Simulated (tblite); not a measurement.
C4H10AlO (charge -1).
Bonds: C1–O2, O2–Al3, Al3–C4, C4–C5, C5–C6, C4–C6. Hydrogens: H7, H8, H9 on C1; H10, H11 on Al3; H12 on C4; H13, H14 on C5; H15, H16 on C6.

Computed with GFN2-xTB (tblite), gas phase: L-BFGS steps from a force-field or distance-geometry start until the largest atomic force falls under 0.01 eV/Å.

Step 102: E = -518.3623 eV
```
atom  x, y, z in Å  |  force x, y, z in eV/Å
C1     -3.0621    0.4700    0.0261   -0.060   0.033   0.019
O2     -1.8385   -0.0756   -0.2470    0.020  -0.005  -0.015
Al3    -0.3508   -0.8150   -0.5631    0.023  -0.009   0.019
C4      1.2701    0.3998   -0.2394   -0.028   0.032   0.013
C5      2.4347   -0.3852    0.3091    0.011   0.033   0.025
C6      1.7060    0.5670    1.1936   -0.040   0.008   0.014
H7     -3.6189   -0.1438    0.7515   -0.001   0.010  -0.003
H8     -3.6830    0.5490   -0.8816    0.038  -0.006   0.004
H9     -2.9663    1.4816    0.4520    0.000  -0.004  -0.010
H10    -0.3246   -1.2901   -2.0950   -0.008  -0.034  -0.005
H11    -0.1957   -2.0314    0.4823   -0.015  -0.014  -0.011
H12     1.6011    1.2391   -0.8640    0.035  -0.014  -0.031
H13     3.4518   -0.1344    0.0219    0.041   0.003  -0.041
H14     2.2903   -1.4460    0.4825   -0.017   0.047  -0.016
H15     1.0608    0.1493    1.9567    0.019  -0.035   0.052
H16     2.2175    1.4748    1.5116   -0.017  -0.045  -0.014
```

Step 103: E = -518.3630 eV
```
atom  x, y, z in Å  |  force x, y, z in eV/Å
C1     -3.0609    0.4706    0.0247   -0.064   0.033   0.015
O2     -1.8356   -0.0683   -0.2489    0.052  -0.026  -0.006
Al3    -0.3474   -0.8081   -0.5550    0.047  -0.029   0.020
C4      1.2752    0.4098   -0.2484   -0.095   0.077  -0.040
C5      2.4317   -0.3813    0.2994    0.082  -0.030  -0.003
C6      1.6977    0.5587    1.1894   -0.046  -0.002   0.087
H7     -3.6150   -0.1468    0.7500   -0.001   0.025  -0.019
H8     -3.6781    0.5473   -0.8851    0.007  -0.002   0.008
H9     -2.9676    1.4818    0.4505   -0.016   0.013   0.001
H10    -0.3235   -1.3141   -2.0763   -0.006  -0.034  -0.005
H11    -0.1890   -2.0063    0.5148   -0.014  -0.003  -0.020
H12     1.6132    1.2538   -0.8622    0.017   0.004  -0.029
H13     3.4515   -0.1288    0.0241    0.054   0.004  -0.046
H14     2.2826   -1.4435    0.4526   -0.008   0.010   0.010
H15     1.0473    0.1259    1.9405    0.017  -0.011   0.041
H16     2.2103    1.4583    1.5270   -0.024  -0.028  -0.012
```

Step 104: E = -518.3636 eV
```
atom  x, y, z in Å  |  force x, y, z in eV/Å
C1     -3.0784    0.4662    0.0144    0.013   0.021  -0.016
O2     -1.8413   -0.0584   -0.2478   -0.010   0.000   0.024
Al3    -0.3446   -0.7908   -0.5364    0.022  -0.030   0.021
C4      1.2780    0.4306   -0.2451   -0.006   0.036   0.050
C5      2.4305   -0.3849    0.2836   -0.002   0.019  -0.007
C6      1.7128    0.5521    1.1938    0.020  -0.042  -0.008
H7     -3.6318   -0.1579    0.7349    0.014   0.036  -0.036
H8     -3.6849    0.5329   -0.9041    0.010   0.004   0.039
H9     -3.0010    1.4801    0.4401   -0.020  -0.027  -0.018
H10    -0.3150   -1.3264   -2.0495   -0.002  -0.028   0.010
H11    -0.1811   -1.9711    0.5552   -0.020   0.004  -0.029
H12     1.6234    1.2770   -0.8507    0.007   0.013  -0.018
H13     3.4530   -0.1436    0.0056    0.022   0.014  -0.042
H14     2.2659   -1.4486    0.4162   -0.004   0.045   0.027
H15     1.0640    0.1139    1.9430    0.005  -0.012   0.036
H16     2.2430    1.4380    1.5439   -0.050  -0.051  -0.033
```

Question: Estimate the geometry and energy of step 105. (The exact step hangs on the optimiser's Hessian estimate; all steps are aligned on step 104, rigid shifts and turns removed.)

Answer: E = -518.3641 eV, largest force 0.045 eV/Å
```
atom  x, y, z in Å  |  force x, y, z in eV/Å
C1     -3.0692    0.4696    0.0210    0.026   0.007  -0.017
O2     -1.8380   -0.0652   -0.2483   -0.001   0.000   0.026
Al3    -0.3452   -0.8020   -0.5472    0.007  -0.016   0.007
C4      1.2755    0.4200   -0.2467   -0.012   0.021   0.012
C5      2.4325   -0.3814    0.2935    0.004   0.023  -0.014
C6      1.7020    0.5560    1.1923    0.019  -0.041  -0.002
H7     -3.6232   -0.1494    0.7446    0.004   0.022  -0.027
H8     -3.6793    0.5413   -0.8935   -0.006   0.003   0.021
H9     -2.9818    1.4820    0.4461   -0.013  -0.003  -0.009
H10    -0.3225   -1.3227   -2.0650    0.001  -0.026   0.003
H11    -0.1843   -1.9929    0.5284   -0.013  -0.008  -0.010
H12     1.6191    1.2629   -0.8584    0.001   0.023  -0.014
H13     3.4541   -0.1344    0.0158    0.009   0.014  -0.029
H14     2.2758   -1.4436    0.4362   -0.004  -0.001   0.023
H15     1.0543    0.1206    1.9437    0.001  -0.020   0.034
H16     2.2228    1.4482    1.5345   -0.022   0.002  -0.003
```

The energy changes by -0.0005 eV. The first-order estimate −F·Δx gives -0.0009 eV and the mean of the old and new forces, exact on a quadratic surface, -0.0006 eV. The step makes an angle of 86° with the force vector and moves no atom by more than 0.035 Å.

Run on one thread, Arm Neoverse N1, no GPU, shared host.
